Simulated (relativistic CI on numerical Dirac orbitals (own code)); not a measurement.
# Lu XXIII: sensitivity of the levels to the model

Base calculation: Dirac-Coulomb-Breit CI, KLI orbitals optimised for each configuration, model QED (radiative potential, 1s self-energy scaled to tabulated hydrogen-like ionisation energies), unscaled Slater integrals.

Configurations in the expansion (outside the closed core [Ar] 3d10 4s2): 4p6 4d10 4f3, 4p6 4d10 4f2 5s, 4p6 4d10 4f 5s2, 4p6 4d9 4f4, 4p6 4d10 4f2 5p, 4p6 4d10 4f 5s 5p, 4p6 4d10 4f 5p2, 4p6 4d10 4f2 5d, 4p6 4d10 4f 5s 5d, 4p5 4d10 4f4, 4p6 4d10 4f 5p 5d, 4p6 4d9 4f2 5s2, 4p6 4d10 4f2 5f, 4p6 4d10 4f 5d2, 4p6 4d10 4f2 6s, 4p6 4d10 4f2 6p. Levels of other configurations are missing.

Variants: (1) Breit term removed; (2) configuration mixing switched off. Shifts of the energy above 4p6 4d10 4f3 4I°_9/2, in cm⁻¹, for the lowest level and the first level of each name with at least 55 % of one term (blank where a level changes its place among those of its configuration and J or its character, or is not in the variant):

| Level | Base | Δ(1) | Δ(2) |
| --- | --- | --- | --- |
| 4p6 4d10 4f3 4I°_9/2 | 0.0 | 0.0 | 0.0 |
| 4p6 4d10 4f3 4I°_11/2 | 13704.7 | +1026.6 | -81.9 |
| 4p6 4d10 4f3 4I°_13/2 | 26209.2 | +1983.4 | -84.2 |
| 4p6 4d10 4f3 4F°_3/2 | 33256.8 | -354.5 | +1957.8 |
| 4p6 4d10 4f3 4I°_15/2 | 37618.7 | +2844.1 | -33.3 |
| 4p6 4d10 4f3 4F°_5/2 | 42250.1 | +391.4 | +1899.7 |
| 4p6 4d10 4f3 4F°_7/2 | 46612.2 | +862.4 | +1744.1 |
| 4p6 4d10 4f3 4S°_3/2 | 46735.6 | +482.5 | +1139.0 |
| 4p6 4d10 4f3 4G°_5/2 | 51565.2 | -32.5 | +2248.9 |
| 4p6 4d10 4f3 4F°_9/2 | 56492.3 | +1689.4 | +1584.4 |
| 4p6 4d10 4f3 4G°_7/2 | 56710.3 | +735.7 | +1965.5 |
| 4p6 4d10 4f3 2H°_11/2 | 58764.9 | +1924.3 | +992.1 |
| 4p6 4d10 4f3 2K°_13/2 | 60975.6 | +1709.1 | +560.2 |
| 4p6 4d10 4f3 4G°_9/2 | 69565.6 | +1517.9 | +2083.6 |

At this charge transitions that keep the count of f electrons are usually good to a few per cent. Terms inside the open d or f shell come out 10 to 20 % too wide with unscaled integrals. Levels that differ in their count of f electrons can be misplaced by several ten thousand cm⁻¹, since the correlation energy of f electrons is missing or only estimated; rates across such gaps can be off by orders of magnitude.

Ionisation energy from one configuration of each of the two ions, the ground ones as tabulated or assumed: base 623.353 eV. The NIST ASD value (theoretical) is 630 ± 30 eV.

LS names give the leading component of a level, which can be under half, so a name can repeat, a term be missing and a line seem to break the LS rules.
